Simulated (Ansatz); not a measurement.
`BC(=C)[O][InH2]` + `CN[SiH3]` → `C[N]([SiH3])[InH2]` + `BC(=C)O`  (ligand exchange at the In–O bond)

Program: Ansatz. Geometries: PBE0-D4/def2-TZVP. ΔE: electronic, gas phase. CBS: MP2 limit from def2 TZ/QZ plus the TZ coupled-cluster correction, frozen cores. Functionals use def2-TZVPP. HSE06 is defined as in plane-wave codes. def2 core potentials past Kr. For In outer-core shells are correlated without core-valence functions, which leaves a few kJ/mol of doubt a bond. Each species was taken in one conformer, which may not be the lowest.

`BC(=C)[O][InH2]`:

Z-matrix (Å, degrees):
```
B
C 1 1.547
H 1 1.196 2 118.9
H 1 1.196 2 120.9 3 -179.4
C 2 1.350 1 118.0 3 6.9
O 2 1.346 1 118.6 3 -177.2
H 5 1.081 2 120.0 1 -4.4
H 5 1.089 2 122.6 1 174.6
In 6 2.010 2 125.5 1 141.6
H 9 1.705 6 112.7 2 -12.9
H 9 1.701 6 109.1 2 169.2
```

`CN[SiH3]`:

Z-matrix (Å, degrees):
```
C
N 1 1.447
H 1 1.093 2 109.5
H 1 1.094 2 110.9 3 -117.8
H 1 1.098 2 113.8 3 120.2
Si 2 1.716 1 123.0 3 -36.9
H 2 1.007 1 113.6 3 170.5
H 6 1.486 2 107.4 1 175.3
H 6 1.488 2 108.6 1 55.3
H 6 1.496 2 115.3 1 -64.3
```

`C[N]([SiH3])[InH2]`:

Cartesian coordinates in Å:
```
C -0.344 -1.001 1.058
N 0.063 -0.068 0.017
Si -1.034 1.202 -0.349
In 1.855 -0.303 -0.927
H -1.282 -1.514 0.804
H 0.411 -1.776 1.220
H -0.501 -0.497 2.021
H -0.439 2.036 -1.427
H -1.310 2.064 0.840
H -2.359 0.683 -0.807
H 2.699 -1.669 -0.322
H 2.240 0.844 -2.130
```

`BC(=C)O`:

Z-matrix (Å, degrees):
```
B
C 1 1.534
H 1 1.193 2 119.6
H 1 1.201 2 120.3 3 -180.0
C 2 1.344 1 120.0 3 0.0
O 2 1.365 1 121.4 3 -180.0
H 5 1.085 2 122.1 1 180.0
H 5 1.080 2 119.3 1 -0.0
H 6 0.960 2 108.4 1 0.0
```

**Question.** Is it downhill or uphill in electronic energy at CCSD(T)/CBS, and by how much? (An estimate is asked.)

**Answer.** Computed: Uphill: ΔE = +4.9 kJ/mol.

**Question.** What do these levels give: HSE06-D4, r2SCAN, r2SCANh, CCSD/def2-SVP, CCSD(T)/def2-TZVPP, SCS-MP2/def2-QZVPP? (Estimate.)

**Answer.** Ansatz gave: HSE06-D4 6.5, r2SCAN 10.1, r2SCANh 9.8, CCSD/def2-SVP 8.9, CCSD(T)/def2-TZVPP 4.0, SCS-MP2/def2-QZVPP 6.5 kJ/mol.

Largest T1 diagnostic among the species: 0.017.

Leaving LDA and LC-ωPBE aside and taking each functional with its dispersion term where it has one, the values, not all of them listed here, spread over 7.0 kJ/mol, from PBE-QIDH to CAM-B3LYP-D4. LDA lies −8.6 kJ/mol from PBE without D4. The D4 term adds −3.4 kJ/mol with B3LYP and −1.8 kJ/mol with PBE0; it sums over pairs of atoms, weighted by their polarisabilities, and B3LYP, whose exchange is more repulsive, gets the larger term. In def2-TZVPP, CCSD(T) changes the Hartree–Fock value by −17.8 kJ/mol (the triples alone add −2.1 kJ/mol) and MP2 by −19.5 kJ/mol.

B3LYP here is the variant with VWN-RPA as its local correlation; programs differ in this.
